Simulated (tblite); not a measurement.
C₂H₁₃N₃Si₄.
Atom-mapped SMILES: `[N:1]#[C:2][CH2:3][Si@@H:4]([SiH2:5][NH2:6])[N:7]([SiH3:8])[SiH3:9]` (hydrogens: H10, H11 on C3; H12 on Si4; H13, H14 on Si5; H15, H16 on N6; H17, H18, H19 on Si8; H20, H21, H22 on Si9)

Geometry (GFN2-xTB, Å), atoms numbered from 1 in this order:
```xyz
22
C2H13N3Si4 angstrom
N     -3.015    2.355    0.929
C     -1.982    2.177    0.462
C     -0.708    1.876   -0.086
Si    -0.058    0.230    0.694
Si    -1.499   -1.549    0.428
N     -2.984   -0.890   -0.142
N      1.493   -0.055   -0.066
Si     1.626   -0.112   -1.805
Si     2.871   -0.491    0.906
H     -0.022    2.700    0.116
H     -0.804    1.765   -1.166
H      0.242    0.606    2.089
H     -1.604   -2.338    1.676
H     -1.135   -2.526   -0.610
H     -3.347   -0.039    0.260
H     -3.747   -1.508   -0.365
H      2.458   -1.253   -2.182
H      0.277   -0.266   -2.354
H      2.230    1.142   -2.272
H      2.807   -1.926    1.198
H      4.076   -0.161    0.148
H      2.815    0.283    2.143
```

Method: GFN2-xTB as coded in tblite; computed harmonic values from a numerical Hessian at the method's own geometry, unscaled. Against measured fundamentals such values can be off by several per cent, at times by over 20. Modes of hydrogen on silicon can be 10 to 20 % off. One conformer, not necessarily the lowest. The optimisation stopped once no atom felt more than 0.01 eV/Å.

Lowest wavenumbers of the output (negative numbers stand for imaginary wavenumbers):
```
mode    cm-1
  1     -25.8
  2      11.4
  3      34.0
  4      51.9
  5      61.4
  6      87.0
  7      98.2
  8     123.8
  9     155.5
 10     168.4
```

Is this structure a minimum?

Not by this Hessian. 1 mode is imaginary beyond 20i (26i cm⁻¹), so at this level the point lies at or near a first-order saddle. The curvature is small, so loose convergence or finite differences may be the whole cause.

Which atoms move in the imaginary mode?

26i: H20 (Si–H hydrogen) 36 %, H22 (Si–H hydrogen) 28 %, H21 (Si–H hydrogen) 26 %. These are shares of the mass-weighted motion.

What is the remedy?

Step along that mode in both directions, optimise again with tighter thresholds and repeat the frequencies. The zero-point energy of this point (87.8 kcal/mol) counts the 59 real modes alone, and thermal corrections from it aren't those of a minimum.

On one thread, Arm Neoverse N1 (aarch64), no GPU (shared host), this took 2.8 s. The figure is for the frequency step alone.
